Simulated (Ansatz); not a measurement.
`[S][GeH2][Cl]`• → Cl• + Ge• + 2 H• + S•  (atomization)

Gas-phase electronic energies from Ansatz, PBE0-D4/def2-TZVP geometries. CCSD(T)/CBS adds triple-zeta CCSD(T) − MP2 to the extrapolated MP2 energy (def2 sets, frozen cores). This one scheme is used for every species, atoms too. Functionals use def2-TZVPP. HSE06 is defined as in plane-wave codes. Open shells (•) are unrestricted, without spin–orbit coupling. Spin–orbit coupling would lower the free atoms: a little for Cl, S; clearly for Ge. Bonds to Ge are less sure, by a few kJ/mol each and by 10 to 20 or more in all where they break to atoms, as the def2 sets lack core-valence functions. Scalar relativity is left out up to krypton.

`[S][GeH2][Cl]`•:

```xyz
5

S    -0.963   -0.913   -1.646
Ge    0.076    0.130   -0.022
Cl   -0.128   -0.894    1.863
H     1.573    0.164   -0.349
H    -0.559    1.513    0.153
```

What is ΔE at CCSD(T)/CBS? (An estimate is asked.)

Ansatz gave: +1231.2 kJ/mol.

What do these levels give: PBE-D4, PBE0-D4, ωB97M-V, PBE-QIDH, revPBE, r2SCANh, HSE06, CAM-B3LYP, MP2/def2-SVP, HF/def2-QZVPP, SCS-MP2/def2-QZVPP, HF/CBS(def2)? (Estimate.)

Ansatz gave: PBE-D4 1239.9, PBE0-D4 1226.5, ωB97M-V 1227.5, PBE-QIDH 1224.7, revPBE 1177.4, r2SCANh 1237.5, HSE06 1217.0, CAM-B3LYP 1205.4, MP2/def2-SVP 1119.9, HF/def2-QZVPP 878.3, SCS-MP2/def2-QZVPP 1222.7, HF/CBS(def2) 878.4 kJ/mol.

Largest T1 diagnostic among the species: 0.012.

From r2SCAN to r2SCAN0 (25 % exact exchange), in def2-TZVPP and without D4, ΔE moves by −21.4 kJ/mol: exact exchange takes away binding that semilocal exchange gives to molecules. At CCSD(T), def2-SVP lies −116.2 kJ/mol from the extrapolated value and def2-TZVPP −31.7 kJ/mol: correlation converges slowly with the basis, and small sets miss more of it in the bonded molecule than in its fragments. Leaving LDA and LC-ωPBE aside and taking each functional with its dispersion term where it has one, the values, not all of them listed here, spread over 76.5 kJ/mol, from BHLYP-D4 to B97M-V. LDA lies +192.1 kJ/mol from PBE without D4, its usual overbinding.

For atomizations the MP2-based limit and the directly extrapolated one differ by several kJ/mol either way, and by 10 to 25 for some Ge, Se and Sn compounds, so smaller differences from it don't rank the levels.
